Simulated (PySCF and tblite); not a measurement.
Values are calculated unless marked as measured or tabulated.
Stationary points of C5H5OP at GFN2-xTB, in Å:

Structure A

```
 1 C    -2.118    0.533    0.489
 2 C    -1.282   -0.418    0.085
 3 C     0.153   -0.260    0.011
 4 C     1.068   -1.197   -0.395
 5 P     2.709   -0.569   -0.325
 6 C     2.027    0.894    0.243
 7 O     0.699    0.914    0.369
 8 H    -3.180    0.371    0.528
 9 H    -1.759    1.501    0.794
10 H    -1.643   -1.390   -0.220
11 H     0.802   -2.188   -0.714
12 H     2.526    1.808    0.514
```

Structure B

```
 1 C    -2.238   -0.201   -0.085
 2 C    -1.190    0.054    0.691
 3 C     0.190    0.048    0.261
 4 C     0.728   -0.207   -0.973
 5 P     2.482   -0.079   -0.954
 6 C     2.346    0.306    0.708
 7 O     1.108    0.336    1.202
 8 H    -3.240   -0.178    0.305
 9 H    -2.133   -0.440   -1.129
10 H    -1.323    0.292    1.738
11 H     0.147   -0.455   -1.841
12 H     3.127    0.528    1.415
```

Structure C

```
 1 C    -2.186    0.360   -0.042
 2 C    -1.222   -0.385    0.467
 3 C     0.197   -0.213    0.110
 4 C     0.891   -0.847   -0.875
 5 P     2.572   -0.308   -0.919
 6 C     2.185    0.716    0.391
 7 O     0.919    0.663    0.822
 8 H    -3.218    0.215    0.230
 9 H    -1.980    1.145   -0.751
10 H    -1.436   -1.171    1.180
11 H     0.458   -1.576   -1.534
12 H     2.820    1.402    0.923
```

Level: PBE0/pcSseg-1 + D3(BJ), IEF-PCM benzene on GFN2-xTB stationary points, with GFN2-xTB thermal terms.

Question: Which structure is a saddle point, and along which motion?

Answer: C: one imaginary mode (119i cm⁻¹ at GFN2-xTB, mostly on C1, H9, H10), along the rotation about the C3–C2 bond (torsion C4–C3–C2–C1 from 180° to 360°, rising).

Question: Give their symmetry and energies above the lowest.

Answer: A Cs, 0.0 kcal/mol; B Cs, 1.2 kcal/mol; C C1, 6.5 kcal/mol.
